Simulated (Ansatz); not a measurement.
The cluster ReSe2, relaxed as a doublet with UKS r2SCAN-D4/def2-TZVP in Ansatz, starting from the GFN1-xTB geometry. Force threshold 0.02 eV/Å.

In the def2 sets Re takes a core potential; there is no spin–orbit coupling. The charge 0 doublet is spin-contaminated (final ⟨S²⟩ up to 2.04, 0.75 for a pure state). The relaxation made no stability test and no search for a lower SCF solution. No other spin state of charge 0 was run. Another isomer (quartet) lies 2.55 eV lower at PBE0-D4/def2-TZVP; other spin states weren't run for this one.

Start:

```
atom   x (Å)   y (Å)   z (Å)
 Re1  -0.215   1.172  -0.638
 Se2   1.063  -0.122   0.828
 Se3  -0.848  -1.050  -0.190
```

| step | energy (eV) | largest force component (eV/Å) | SCF passes |
| --- | --- | --- | --- |
| 1 | -132828.5956 | 0.531 | 116 |
| 2 | -132828.6070 | 0.166 | 55 |
| 3 | -132828.6079 | 0.039 | 51 |
| 4 | -132828.6082 | 0.041 | 53 |
| 5 | -132828.6083 | 0.017 | 52 |

Force components are those of the run's own axes.

End:

```csv
atom,x (Å),y (Å),z (Å)
Re1,-0.208,1.192,-0.641
Se2,1.065,-0.120,0.828
Se3,-0.857,-1.072,-0.188
```

By distances, no bond broke or formed. The bond that changes most is Re1–Se3, from 2.35 to 2.40 Å (atoms count from 1).

No frequencies were taken in this run, so the end may be a saddle point.

Run time 30 s (4 threads of Arm Neoverse V2 on a shared host).
